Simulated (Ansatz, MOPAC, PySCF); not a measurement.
Energy landscape of H3Si (anion, charge -1), singlet: umbrella (inversion) coordinate, bond length relaxed. Scanned: angle between the Si-H bonds and the threefold axis (90 = planar). Other coordinates (Si-H bond length) were minimised at B3LYP/def2-TZVP.

Computed with: RHF/STO-3G = restricted Hartree-Fock/STO-3G in PySCF 2.14.0; PM7, restricted, heats of formation (MOPAC); RKS-B3LYP/6-31G* = restricted B3LYP/6-31G*, spherical d (PySCF); CCSD(T)/aug-cc-pVQZ = CCSD(T) on RHF/aug-cc-pVQZ, frozen core in Ansatz (a quantum-chemistry and plane-wave program).

Energies relative to the lowest point of each profile, in kJ/mol; the last columns give the difference from CCSD(T):

```tsv
a / °	RHF/STO-3G	PM7	RKS-B3LYP/6-31G*	CCSD(T)/aug-cc-pVQZ	RHF/STO-3G − CCSD(T)/aug-cc-pVQZ	PM7 − CCSD(T)/aug-cc-pVQZ	RKS-B3LYP/6-31G* − CCSD(T)/aug-cc-pVQZ
90	353.4	0.0	131.1	99.9	253.5	-99.9	31.2
93.90	339.7	2.5	126.6	96.2	243.6	-93.6	30.5
96.90	312.0	8.1	117.2	88.5	223.5	-80.4	28.8
99.90	271.8	16.7	103.5	77.3	194.5	-60.6	26.2
102.90	223.7	28.4	86.5	63.7	159.9	-35.3	22.8
105.90	172.7	42.9	67.8	48.9	123.8	-6.0	18.9
108.90	123.8	60.1	48.9	34.3	89.5	25.8	14.6
111.90	80.5	79.6	31.5	21.1	59.4	58.5	10.4
114.90	45.1	101.5	17.0	10.4	34.7	91.1	6.6
117.90	19.1	125.9	6.4	3.1	16.0	122.8	3.3
120.90	3.7	153.2	0.6	0.0	3.7	153.2	0.6
123.90	0.0	183.7	0.0	1.5	-1.5	182.2	-1.5
126.90	8.8	217.8	5.1	8.0	0.9	209.8	-2.8
129.90	31.2	255.8	16.3	19.7	11.6	236.1	-3.4
132	55.5	284.8	27.9	31.0	24.5	253.8	-3.1
```

RHF/STO-3G is furthest from CCSD(T)/aug-cc-pVQZ at 90 (253.5 kJ/mol, above); its mean absolute difference over the points is 96.0 kJ/mol.

PM7 is furthest from CCSD(T)/aug-cc-pVQZ at 132 (253.8 kJ/mol, above); its mean absolute difference over the points is 113.9 kJ/mol.

RKS-B3LYP/6-31G* is furthest from CCSD(T)/aug-cc-pVQZ at 90 (31.2 kJ/mol, above); its mean absolute difference over the points is 13.6 kJ/mol.
